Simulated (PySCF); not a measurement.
AuCl3(PF3) (singlet state).
Bonds: Au1–Cl2, Au1–Cl3, Au1–Cl4, Au1–P5, P5–F6, P5–F7, P5–F8.

Method: PBE0-D3(BJ)/def2-SVP geometry optimisation, gas phase, def2 core potentials past Kr (PySCF 2.14.0); density fitting, grid level 1; the optimiser is geomeTRIC in internal coordinates, started from a GFN2-xTB structure with every atom displaced at random (about 0.03 Å).

Step 2: E = -58659.8438 eV
```
atom  x, y, z in Å  |  force x, y, z in eV/Å
Au1    -0.0600    1.1291   -0.0086    0.097  -0.081  -0.138
Cl2     2.2211    0.6855   -0.3243   -0.048   0.156   0.019
Cl3     0.1705    3.3800   -0.1479    0.017   0.191   0.019
Cl4    -2.3300    1.3452    0.2744    0.059  -0.068   0.022
P5      0.0016   -1.1500    0.0281    0.038   0.011   0.098
F6      0.9356   -1.7533    1.1323   -0.530  -0.141  -0.262
F7      0.5551   -1.8048   -1.2797   -0.317  -0.107   0.298
F8     -1.3558   -1.9174    0.2420    0.684   0.040  -0.056
```

Step 3: E = -58659.8851 eV
```
atom  x, y, z in Å  |  force x, y, z in eV/Å
Au1    -0.0394    1.1374   -0.0193    0.127  -0.013  -0.093
Cl2     2.2458    0.7502   -0.3336   -0.065   0.035   0.025
Cl3     0.1585    3.4000   -0.1422    0.011   0.048   0.012
Cl4    -2.3092    1.3255    0.2733    0.011  -0.068   0.017
P5      0.0070   -1.1486    0.0278   -0.114  -0.070   0.073
F6      0.8928   -1.7957    1.1370   -0.090   0.007  -0.083
F7      0.5240   -1.8422   -1.2685   -0.021   0.000   0.046
F8     -1.3413   -1.9122    0.2418    0.141   0.061   0.004
```

Question: Estimate the geometry and energy of step 4. (The exact step hangs on the optimiser's Hessian estimate; all steps are aligned on step 3, rigid shifts and turns removed.)

Answer: E = -58659.8899 eV, largest force 0.138 eV/Å
```
atom  x, y, z in Å  |  force x, y, z in eV/Å
Au1    -0.0285    1.1372   -0.0278    0.126   0.028  -0.050
Cl2     2.2556    0.7811   -0.3337   -0.023  -0.002   0.011
Cl3     0.1662    3.4036   -0.1382   -0.020   0.004   0.006
Cl4    -2.2999    1.2914    0.2707   -0.024  -0.025   0.009
P5      0.0012   -1.1469    0.0273   -0.117  -0.036   0.026
F6      0.8795   -1.8017    1.1338    0.028   0.001   0.017
F7      0.5119   -1.8502   -1.2647    0.012  -0.002  -0.022
F8     -1.3478   -1.9002    0.2488    0.018   0.032   0.001
```

The energy changes by -0.0049 eV. The first-order estimate −F·Δx gives -0.0075 eV and the mean of the old and new forces, exact on a quadratic surface, -0.0049 eV. The step makes an angle of 66° with the force vector and moves no atom by more than 0.036 Å.

The cost below is that of the whole optimisation. Time: 3.5 min of wall time; peak memory 0.63 GiB. Hardware: Arm Neoverse V1, one thread, no GPU, on a shared host.
